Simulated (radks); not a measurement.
Q: These are the eigenvalues of the occupied orbitals of an atom or ion with whole-number occupations (eV). Method: scalar-relativistic Kohn-Sham, r2SCAN, spin-polarised, spherical densities, finite nucleus; meta-GGA in the generalised Kohn-Sham scheme; Fermi nuclear charge, rms radius of each element as measured or else 0.836 A^(1/3) + 0.57 fm; computed with a radial shooting solver on a logarithmic mesh with Libxc functionals.

| orbital | eigenvalue |
|---|---|
| 1s up | -19100.36 |
| 1s down | -19100.09 |
| 2s up | -2892.185 |
| 2s down | -2892.040 |
| 2p up | -2606.784 |
| 2p down | -2606.599 |
| 3s up | -682.2003 |
| 3s down | -681.8051 |
| 3p up | -587.5538 |
| 3p down | -587.0911 |
| 3d up | -433.7149 |
| 3d down | -433.1424 |
| 4s up | -260.5343 |

Which element is it, and in what charge state? The configuration may be excited. Open shells, if any, are filled with parallel spins first.

A: Z = 41, niobium, charge +12: Nb12+ in [Ar] 3d10 4s1. The list shows which subshells hold electrons but not how many an open one holds; the 1s level, -701.93 hartree, gives Z - s = 37.5 by -(Z - s)^2/2, which with screening and relativity narrows Z to a few neighbours, and the depths of the outer levels then fix element, charge and occupations together.
